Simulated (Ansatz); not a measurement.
Start from `[F][Ge]([F])([Cl])[Br]` and change one atom or group to get `[F][Ge]([F])([F])[Cl]`.

Ansatz, PBE0-D4/def2-TZVP geometries, multiplicity 1. 

Scalar relativity is left out up to krypton.

```tsv
property	`[F][Ge]([F])([Cl])[Br]`
HOMO energy (B3LYP/def2-TZVPP) / eV	-9.28
zero-point energy (PBE0-D4/def2-TZVP) / kJ/mol	19.2
LUMO energy (B3LYP/def2-TZVPP) / eV	-2.46
LUMO energy (PBE0/def2-TZVPP) / eV	-2.13
LUMO energy (PBE/def2-TZVPP) / eV	-3.11
HOMO–LUMO gap (PBE/def2-TZVPP) / eV	5.07
```

Give the same properties after the change, and the shifts. (An estimate is asked.)

Ansatz gave: 
| property | `[F][Ge]([F])([F])[Cl]` | shift |
| --- | --- | --- |
| HOMO energy (B3LYP/def2-TZVPP) / eV | -10.36 | -1.08 |
| zero-point energy (PBE0-D4/def2-TZVP) / kJ/mol | 23.2 | 4.0 |
| LUMO energy (B3LYP/def2-TZVPP) / eV | -2.16 | 0.30 |
| LUMO energy (PBE0/def2-TZVPP) / eV | -1.77 | 0.36 |
| LUMO energy (PBE/def2-TZVPP) / eV | -2.87 | 0.24 |
| HOMO–LUMO gap (PBE/def2-TZVPP) / eV | 6.23 | 1.16 |

With PBE0 the HOMO falls by 1.09 eV and the LUMO rises by 0.36 eV, so the gap widens by about 1.45 eV. PBE moves the HOMO by -0.91 eV and ωB97M-V by -1.18 eV.

B3LYP here is the variant with VWN-RPA as its local correlation; programs differ in this.

Spin–orbit coupling is left out; it splits and shifts lone-pair levels of the heavy atoms by tenths of an eV.
